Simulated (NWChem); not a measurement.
The numbers come from NWChem runs, not from measurements. System: HCu, charge 0, spin multiplicity 1, at a geometry optimised with PBE/def2-SVP. The structure started from a generated list of species. Level: CR-CCSD(T)/def2-TZVP, 9 core orbitals frozen.

NWChem printed:

```
             Northwest Computational Chemistry Package (NWChem) 7.3.0
             --------------------------------------------------------

                                NWChem Input Module
                                -------------------

 Scaling coordinates for geometry "geometry" by  1.889725989
 (inverse scale =  0.529177249)

 Turning off AUTOSYM since
 SYMMETRY directive was detected!

                             Geometry "geometry" -> ""
                             -------------------------

 Output coordinates in angstroms (scale by  1.889725989 to convert to a.u.)

  No.       Tag          Charge          X              Y              Z
 ---- ---------------- ---------- -------------- -------------- --------------
    1 Cu                  29.0000     0.00000000     0.00000000     0.04877500
    2 H                    1.0000     0.00000000     0.00000000    -1.41446800

 Effective nuclear repulsion energy (a.u.)      10.4877591904

            Nuclear Dipole moment (a.u.)
            ----------------------------
        X                 Y               Z
 ---------------- ---------------- ----------------
     0.0000000000     0.0000000000     0.0000132281

      Symmetry information
      --------------------

 Group name             C2v
 Group number             16
 Group order               4
 No. of unique centers     2

      Symmetry unique atoms

     1    2


 Summary of "ao basis" -> "" (spherical)
 ------------------------------------------------------------------------------
       Tag                 Description            Shells   Functions and Types
 ---------------- ------------------------------  ------  ---------------------
 *                         def2-tzvp                  on all atoms

 Summary of "ao basis" -> "ao basis" (spherical)
 ------------------------------------------------------------------------------
       Tag                 Description            Shells   Functions and Types
 ---------------- ------------------------------  ------  ---------------------
 Cu                        def2-tzvp                15       45   6s4p4d1f
 H                         def2-tzvp                 4        6   3s1p

                                 NWChem SCF Module
                                 -----------------

  ao basis        = "ao basis"
  functions       =    51
  atoms           =     2
  closed shells   =    15
  open shells     =     0
  charge          =   0.00
[...]
          No. of electrons :    30
           Alpha electrons :    15
            Beta electrons :    15
           No. of orbitals :   102
            Alpha orbitals :    51
             Beta orbitals :    51
        Alpha frozen cores :     9
         Beta frozen cores :     9
     Alpha frozen virtuals :     0
      Beta frozen virtuals :     0
         Spin multiplicity : singlet
    Number of AO functions :    51
       Number of AO shells :    19
        Use of symmetry is : on
      Symmetry adaption is : on
         Schwarz screening : 0.10D-09

          Correlation Information
          -----------------------
          Calculation type : Coupled-cluster singles & doubles w/ perturbation
   Perturbative correction : Completely renormalized (T)
            Max iterations :      100
        Residual threshold : 0.10D-05
     T(0) DIIS level shift : 0.00D+00
     L(0) DIIS level shift : 0.00D+00
     T(1) DIIS level shift : 0.00D+00
     L(1) DIIS level shift : 0.00D+00
     T(R) DIIS level shift : 0.00D+00
     T(I) DIIS level shift : 0.00D+00
   CC-T/L Amplitude update :  5-th order DIIS
                I/O scheme : Global Array Library
        L-threshold :  0.10D-05
        EOM-threshold :  0.10D-05
 no EOMCCSD initial starts read in
 TCE RESTART OPTIONS
 SLICE:      F
 D4D5:       F
 quantumc:   F
 qrotation:  F
 pwtce:      F
 qducc:      F
 nacto:                         0
 nrotv:                         0
 nrot:                          0

            Memory Information
            ------------------
          Available GA space size is     249034199 doubles
          Available MA space size is     104851068 doubles

 Maximum block size supplied by input
 Maximum block size        24 doubles

 tile_dim =     16

 -------------------------------------------------

 Global array virtual files algorithm will be used

 Parallel file system coherency ......... OK

 4-electron integrals stored in orbital form

 v2    file size   =           238297
 4-index algorithm nr.  13 is used
 imaxsize =       30
 imaxsize ichop =        0


CCSD iterations
 ---------------------------------------------------------
 Iter          Residuum       Correlation     Cpu    Wall
 ---------------------------------------------------------
    1   0.2940005826286  -0.4402657812895     0.3     0.3
    2   0.0897373753853  -0.3692178045082     0.3     0.3
    3   0.0475542534962  -0.3978579129673     0.3     0.3
    4   0.0342472769819  -0.3858099312075     0.3     0.3
    5   0.0251202101833  -0.3942376915440     0.3     0.3
    6   0.0054215858547  -0.3913041271081     0.3     0.3
    7   0.0047081373453  -0.3912660087975     0.3     0.3
    8   0.0030687701220  -0.3914689846335     0.3     0.3
    9   0.0031104327103  -0.3914050548535     0.3     0.3
   10   0.0020079372177  -0.3915956437004     0.3     0.3
   11   0.0005398495183  -0.3918405673599     0.3     0.3
   12   0.0003959687033  -0.3917633637944     0.3     0.3
   13   0.0002156431438  -0.3917793863810     0.3     0.3
   14   0.0002009943288  -0.3917562320526     0.3     0.3
   15   0.0001143208233  -0.3917673272458     0.3     0.3
   16   0.0000655332713  -0.3917593652507     0.3     0.3
   17   0.0000584409404  -0.3917567318735     0.3     0.3
   18   0.0000381535718  -0.3917607804687     0.3     0.3
   19   0.0000390184229  -0.3917594279094     0.3     0.3
   20   0.0000249534723  -0.3917621295987     0.3     0.3
   21   0.0000054631821  -0.3917647228559     0.3     0.3
   22   0.0000044307347  -0.3917638926236     0.3     0.3
   23   0.0000019869360  -0.3917641772907     0.3     0.3
   24   0.0000023105604  -0.3917639232082     0.3     0.3
   25   0.0000012086575  -0.3917640763816     0.3     0.3
   26   0.0000007459750  -0.3917640234171     0.3     0.3
 -----------------------------------------------------------------
 Iterations converged
 CCSD correlation energy / hartree =        -0.391764023417085
 CCSD total energy / hartree       =     -1639.862412327102902

 Singles contributions

 Doubles contributions
 CR-CCSD(T)

 CR-CCSD[T]  correction energy / hartree =        -0.015604555788506
 CR-CCSD[T] correlation energy / hartree =        -0.407368579205590
 CR-CCSD[T] total energy / hartree       =     -1639.878016882891416
 CR-CCSD(T)  correction energy / hartree =        -0.011197449363813
 CR-CCSD(T) correlation energy / hartree =        -0.402961472780897
 CR-CCSD(T) total energy / hartree       =     -1639.873609776466765

 Task  times  cpu:       12.6s     wall:       12.6s

 Total times  cpu:       12.7s     wall:       12.7s
```

Task: Write an NWChem input that would produce this output.

Result: Several could match; the one computed here: 
```
start mol
memory heap 100 mb stack 700 mb global 1900 mb
geometry units angstroms nocenter noautoz
  Cu     0.000000     0.000000     0.048775
  H      0.000000     0.000000    -1.414468
  symmetry group C2v
end
basis spherical
  * library def2-tzvp
end
scf
  rhf
  nopen 0
  maxiter 100
  thresh 1e-7
  semidirect memsize 60000000 filesize 0
end
tce
  freeze core 9
  cr-ccsd(t)
  2eorb
  2emet 13
  thresh 1e-6
  maxiter 100
  tilesize 24
end
task tce energy
```
